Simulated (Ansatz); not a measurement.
A run for Ansatz (a first-principles code): U-PBE0/def2-TZVPP on TaTe, 2S+1 = 6, a spin state set in the input, which need not be the lowest. Elements past Kr take the def2 small-core potentials; no spin–orbit coupling.

Ansatz 0.2 input:
```yaml
crystal:
  periodic: [false, false, false]
  atoms:
    - {symbol: Ta, position_ang: [0.00000000, 0.00000000, 0.00000000]}
    - {symbol: Te, position_ang: [0.00000000, 0.00000000, 2.92600000]}
basis:
  gaussian:
    orbitals: def2-TZVPP
hamiltonian:
  xc: {name: PBE0}
magnetization: {spin_polarized: true, initial_magnetization: 5}
relax: {f_tol: 0.002, max_steps: 120}
```

Output:

```
WARN ansatz: RAYON_NUM_THREADS=1 ignored (pool sized by the plan → 1); use --threads N
Functional definition: PBE0
integrals: 0.03 GiB planned
846 factors; their error is unknown
mean field: 0.42 GiB planned
mean field evaluation 1: about -8839.7414 eV, gradient 1.1e1 eV
mean field evaluation 2: about -8839.9379 eV, gradient 1.2e1 eV
mean field evaluation 4: about -8840.6809 eV, gradient 1.4e0 eV
mean field evaluation 8: about -8840.7190 eV, gradient 7.8e-2 eV
mean field evaluation 16: about -8840.8757 eV, gradient 2.9e-3 eV
mean field evaluation 32: about -8840.9944 eV, gradient 3.8e-3 eV
mean field evaluation 64: about -8840.6531 eV, gradient 1.2e0 eV
mean field -8840.99444972 eV, -324.9005533861 hartree, gradient 2.3e-6 eV, S^2 8.763333; 6 other end points of the search recorded, 0 dependent functions left out
the calculation of the forces begins
reference -8840.99447511 eV, -324.9005543189 hartree; 21, 16 occupied and 85, 90 virtual orbitals, 846 factors
relax step   1: F+E_penalty+E_count = -8840.99444972 eV  Δ(F+E_penalty+E_count) = +0.000e0 eV  max|allowed force component| = 1.250e0 eV/Å  Δτ_max = 0.0000 Å  (312 SCF iters, accepted)
these checks for a lower state are left out or cut short: starts, cluster_reference, orbital_swaps, neighbouring_geometries, increment
integrals: 0.03 GiB planned
846 factors; their error is unknown
mean field: 0.42 GiB planned
mean field evaluation 96: about -8841.1386 eV, gradient 1.2e-5 eV
mean field -8841.13859103 eV, -324.9058504813 hartree, gradient 2.5e-6 eV, S^2 8.764877; 0 other end points of the search recorded, 0 dependent functions left out
the calculation of the forces begins
reference -8841.13861624 eV, -324.9058514079 hartree; 21, 16 occupied and 85, 90 virtual orbitals, 846 factors
relax step   2: F+E_penalty+E_count = -8841.13859103 eV  Δ(F+E_penalty+E_count) = -1.441e-1 eV  max|allowed force component| = 1.962e-1 eV/Å  Δτ_max = 0.0915 Å  (89 SCF iters, accepted)
these checks for a lower state are left out or cut short: starts, cluster_reference, orbital_swaps, neighbouring_geometries, increment
integrals: 0.03 GiB planned
846 factors; their error is unknown
mean field: 0.43 GiB planned
mean field -8841.14036347 eV, -324.9059156174 hartree, gradient 2.5e-6 eV, S^2 8.765146; 0 other end points of the search recorded, 0 dependent functions left out
the calculation of the forces begins
reference -8841.14038865 eV, -324.9059165426 hartree; 21, 16 occupied and 85, 90 virtual orbitals, 846 factors
relax step   3: F+E_penalty+E_count = -8841.14036347 eV  Δ(F+E_penalty+E_count) = -1.772e-3 eV  max|allowed force component| = 9.833e-2 eV/Å  Δτ_max = 0.0170 Å  (84 SCF iters, accepted)
these checks for a lower state are left out or cut short: starts, cluster_reference, orbital_swaps, neighbouring_geometries, increment
integrals: 0.03 GiB planned
846 factors; their error is unknown
mean field: 0.43 GiB planned
mean field evaluation 128: about -8841.1409 eV, gradient 8.6e-6 eV
mean field -8841.14089416 eV, -324.9059351197 hartree, gradient 2.5e-6 eV, S^2 8.765057; 0 other end points of the search recorded, 0 dependent functions left out
the calculation of the forces begins
reference -8841.14091934 eV, -324.9059360453 hartree; 21, 16 occupied and 85, 90 virtual orbitals, 846 factors
relax step   4: F+E_penalty+E_count = -8841.14089416 eV  Δ(F+E_penalty+E_count) = -5.307e-4 eV  max|allowed force component| = 4.228e-3 eV/Å  Δτ_max = 0.0057 Å  (83 SCF iters, accepted)
these checks for a lower state are left out or cut short: starts, cluster_reference, orbital_swaps, neighbouring_geometries, increment
integrals: 0.03 GiB planned
846 factors; their error is unknown
mean field: 0.43 GiB planned
mean field evaluation 160: about -8841.1409 eV, gradient 2.6e-6 eV
mean field -8841.14089517 eV, -324.9059351568 hartree, gradient 2.6e-6 eV, S^2 8.765061; 0 other end points of the search recorded, 0 dependent functions left out
the calculation of the forces begins
reference -8841.14092035 eV, -324.9059360824 hartree; 21, 16 occupied and 85, 90 virtual orbitals, 846 factors
relax step   5: F+E_penalty+E_count = -8841.14089517 eV  Δ(F+E_penalty+E_count) = -1.011e-6 eV  max|allowed force component| = 8.580e-5 eV/Å  Δτ_max = 0.0002 Å  (87 SCF iters, accepted)
integrals: 0.03 GiB planned
846 factors; their error is unknown
mean field: 0.43 GiB planned
mean field evaluation 192: about -8840.9881 eV, gradient 4.8e-2 eV
mean field evaluation 224: about -8841.0059 eV, gradient 3.1e0 eV
mean field -8841.14089517 eV, -324.9059351568 hartree, gradient 2.6e-6 eV, S^2 8.765061; 6 other end points of the search recorded, 0 dependent functions left out
the calculation of the forces begins
reference -8841.14092035 eV, -324.9059360824 hartree; 21, 16 occupied and 85, 90 virtual orbitals, 846 factors
Total energy: -8841.14092035 eV, -324.9059360824 hartree
Atom 0 at     0.000000     0.000000     0.103030 Å, force    -0.000000     0.000000     0.000086 eV/Å
Atom 1 at    -0.000000    -0.000000     2.822970 Å, force     0.000000    -0.000000    -0.000086 eV/Å
Dipole moment:     0.000000    -0.000000    -0.527272 e Å
```

Self-consistency was reached.

Cost: roughly 120 core-seconds.
